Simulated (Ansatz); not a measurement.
**Worked example: GeH3Cl + NH3 → GeH3(NH2) + HCl**

Species: GeH3Cl (chlorogermane) `[Cl][GeH3]`, singlet; NH3 `N`, singlet; GeH3(NH2), singlet; HCl (hydrogen chloride), singlet. The partners trade Cl for NH2: Ge–Cl and H–NH2 bonds give way to Ge–NH2 and H–Cl.

Shapes, held fixed at every level: PBE0-D4/def2-TZVP. Programs: Ansatz 0.2.0. The zero-point and thermal change to 298 K, harmonic and unscaled (PBE0-D4/def2-TZVP), is -8.4 kJ/mol.

At CCSD(T)/def2-TZVPP; 1 Eh = 2625.50 kJ/mol:

| species | energy (Eh) |
| --- | --- |
| GeH3Cl | -2537.162724 |
| NH3 | -56.475945 |
| GeH3(NH2) | -2133.280548 |
| HCl | -460.331246 |

Work out ΔH(298 K) of the reaction at this level.


1. Products less reactants: (-2133.280548) + (-460.331246) − [(-2537.162724) + (-56.475945)] = 0.026875 Eh = +70.6 kJ/mol.
2. With the thermal change: +70.6 + (-8.4) = +62.2 kJ/mol.

Other levels give +58.3 (CCSD(T)/def2-SVP) to +72.9 kJ/mol (HF/def2-SVP). No measured value is set beside it here. Relativity is left out for Ge unless named. Correlated rows may include outer-core shells of Ge, which these sets cover unevenly.
